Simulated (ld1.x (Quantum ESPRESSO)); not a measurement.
P: excitation energies, all-electron against PAW

- Element: phosphorus (P)
- Generator: ld1.x (Quantum ESPRESSO) 7.5
- Type: PAW
- Functional: LDA (PZ)
- Relativity: scalar-relativistic
- Frozen core: [He]
- Valence charge: 13
- Reference configuration: 2s2 2p6 3s2 3p3
- Partial waves: 2s (bound): rcut 0.70, rcutus 0.80 bohr; 3s (bound): rcut 0.70, rcutus 0.80 bohr; 2p (bound): rcut 0.75, rcutus 0.80 bohr; 3p (bound): rcut 0.75, rcutus 0.80 bohr; 3d channel at -0.05 Ry: rcut 0.65, rcutus 0.85 bohr
- Local potential: all-electron potential smoothed inside 0.65 bohr (lloc = -1)
- Core correction: a·sin(br)/r model core inside 0.70 bohr
- Augmentation charge: PSQ, inside the norm-conserving radii

Energies are relative to the spin-unpolarised reference configuration 2s2 2p6 3s2 3p3; without spin polarisation the order of configurations can differ from experiment. Spin-polarised rows fill each open shell by Hund’s rule, majority spin first.

```tsv
valence configuration	charge	ΔE all-electron (eV)	error AE − PS (meV)
2s2 2p6 3s2 3p1	+2	29.070	-0.2
2s2 2p6 3s2 3p0	+3	58.965	-0.9
2s1 2p6 3s2 3p3	+1	187.737	-13
2s2 2p6 3s2 3p2.5	+0.5	3.821	0.0
2s2 2p5 3s2 3p3	+1	140.341	-24
2s2 2p6 3s2 3p3.3	-0.3	-1.336	0.0
2s2 2p6 3s2 3p2 (spin-polarised)	+1	8.978	0.0
```

**Question.** What are ΔE and the potential's error for 2s2 2p6 3s2 3p3 (spin-polarised)?

**Answer.** ΔE = -1.510 eV all-electron; the error (AE − PS) is 0.0 meV.

**Question.** What are ΔE and the potential's error for 2s2 2p6 3s2 3p2?

**Answer.** ΔE = 9.821 eV all-electron; the error (AE − PS) is 0.0 meV.

Levels in the configuration 2s2 2p6 3s2 3p2 (spin-polarised):

```json
{"level": "2s up", "all-electron (eV)": "-183.731", "pseudo (eV)": "-183.727"}
{"level": "2p up", "all-electron (eV)": "-135.160", "pseudo (eV)": "-135.156"}
{"level": "3s up", "all-electron (eV)": "-24.031", "pseudo (eV)": "-24.031"}
{"level": "3p up", "all-electron (eV)": "-14.961", "pseudo (eV)": "-14.960"}
{"level": "2s down", "all-electron (eV)": "-183.421", "pseudo (eV)": "-183.415"}
{"level": "2p down", "all-electron (eV)": "-134.772", "pseudo (eV)": "-134.768"}
{"level": "3s down", "all-electron (eV)": "-22.169", "pseudo (eV)": "-22.169"}
```
